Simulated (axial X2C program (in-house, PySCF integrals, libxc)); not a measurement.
Which molecule has these constants?

Computed with an in-house relativistic program for diatomic molecules, spin-free (one-electron X2C) or two-component (2c: spin–orbit coupling with atomic mean-field Coulomb and Gaunt terms, which also bring small scalar terms), in Dyall basis sets with cores contracted in-house; open shells are unrestricted.

A two-component PBE0 calculation in a Dyall 3-zeta basis gave Re = 2.682 Å, ωe = 199.2 cm⁻¹, De = 1.39 eV, dipole magnitude 4.91 D, Ω = 0.

Which molecule is it?
A. AgH
B. LiAg
C. NaAg

C. The others have AgH 1.624 Å and 1763.8 cm⁻¹ (Ω = 0); LiAg 2.402 Å and 365.5 cm⁻¹ (Ω = 0).

Each entry is the lowest single determinant of a limited PBE0 search at one distance. De goes to single-determinant-based atoms at the same level (for ions the charge split of lowest energy) and is withheld (n/a) where an atom does not fit its ground term or J level. Main or longest-lived isotopes.
